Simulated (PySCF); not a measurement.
## Correlation energy of N (nitrogen, neutral)

[He] 2s2 2p3, high-spin 4S determinant. All numbers are calculated (PySCF 2.14, the spin-free X2C one-electron Hamiltonian (Gaussian nucleus), in aug-cc-pCVTZ-DK with one added diffuse shell each of s, p, d, f type (8s7p5d3f, 75 functions)). Frozen: 1s2; 5 electrons correlated.

```
  level  correlation energy (mhartree)
   CCSD                        -115.02
    (T)                          -2.65
CCSD(T)                        -117.67
```

Diagnostics: T1 = 0.0071, D1 = 0.0143, largest double amplitude 0.024.

Cost of the coupled-cluster step: about 8 core-seconds, for 5 correlated electrons.
